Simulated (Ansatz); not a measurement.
The same atomization along the group B, Al, Ga, In.

Computed with Ansatz on PBE0-D4/def2-TZVP structures; ΔE is electronic, products minus reactants. CBS: MP2 limit from def2 TZ/QZ plus the TZ coupled-cluster correction, frozen cores. This one scheme is used for every species, atoms too. Functionals use def2-TZVPP. No spin–orbit coupling; open shells (•) take unrestricted orbitals. Spin–orbit coupling would lower the free atoms: a little for Al, B, C; clearly for Ga; strongly for In. def2 core potentials past Kr. Bonds to Ga, In are less sure, by a few kJ/mol each and by 10 to 20 or more in all where they break to atoms, as the def2 sets lack core-valence functions. Scalar relativity is left out up to krypton.

| reaction | CCSD(T)/CBS(def2) (kcal/mol) |
| --- | --- |
| `CBC` → 2 C• + 7 H• + B• | 894.1 |
| `[CH3][AlH][CH3]` → 2 C• + 7 H• + Al• | 824.4 |
| `[CH3][GaH][CH3]` → 2 C• + 7 H• + Ga• | 806.3 |
| `[CH3][InH][CH3]` → 2 C• + 7 H• + In• | ? |

Problem. Fill in the missing values. (An estimate is asked.)

Solution. Computed: `[CH3][InH][CH3]` → 2 C• + 7 H• + In•: +777.4 kcal/mol.

Largest T1 diagnostic: 0.018, for Al•.

For atomizations the MP2-based limit and the directly extrapolated one differ by several kJ/mol either way, and by 10 to 25 for some Ge, Se and Sn compounds, so smaller differences from it don't rank the levels.
